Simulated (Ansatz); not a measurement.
`NC1N[SiH2]1`, charge 0, multiplicity 1.

Task: Give a relaxed structure at PBE0-D4/def2-TZVP (Ansatz). (Best estimate.)

Result: The calculation gave: 
Cartesian coordinates in Å:
```
N 1.562 0.446 -0.451
C 0.475 -0.352 0.005
N -0.836 -0.284 -0.722
Si -1.017 0.206 0.919
H 1.294 1.416 -0.552
H 1.888 0.127 -1.357
H 0.804 -1.367 0.232
H -1.181 -1.131 -1.151
H -1.365 1.627 1.142
H -1.624 -0.688 1.934
```
This is one stationary point; other conformers may exist.
